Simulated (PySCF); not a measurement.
# Potential energy of BeP⁻ along the bond

Set-up: Be aug-pcseg-1, P aug-pcseg-1; no relativity (PySCF 2.14). Energies in eV from Be + P⁻ in their ground configurations at the same level. State: ³Π (triplet), unpaired electrons σ ↑, π ↑.

| R (Å) | BP86 |
| --- | --- |
| 1.698 | -1.795 |
| 1.778 | -2.223 |
| 1.857 | -2.468 |
| 1.916 | -2.561 |
| 1.975 | -2.595 |
| 2.034 | -2.583 |
| 2.113 | -2.513 |
| 2.212 | -2.368 |
| 2.330 | -2.144 |
| 2.489 | -1.817 |

Q: Put a parabola through the three lowest points of the BP86 curve and estimate Re, k and ωe (reduced mass 6.981 u; 1 eV/Å² = 0.16022 mdyn/Å; ωe = 1302.8·√(k/μ) cm⁻¹).

A: Through R = 1.916, 1.975, 2.034 Å the second-order coefficient is 6.61 eV/Å², so Re ≈ 1.989 Å, k ≈ 2.12 mdyn/Å and ωe ≈ 717 cm⁻¹. A polynomial fit of higher order to the unrounded BP86 energies gives Re = 1.987 Å, k = 1.99 mdyn/Å, ωe = 695 cm⁻¹; anharmonicity and rounding make the difference.

The higher-order fit for each curve: BP86: Re = 1.987 Å, ωe = 695 cm⁻¹, De = 2.60 eV.

For an ion De counts to the pair picked by the measured ionisation energies or electron affinities, which need not be the lowest pair at this level. The highest Kohn–Sham level is positive in this anion. Much of that is self-interaction error, but it also means that the finite basis helps to hold the extra electron. The state was picked by a PBE0 search and need not be the measured ground state.
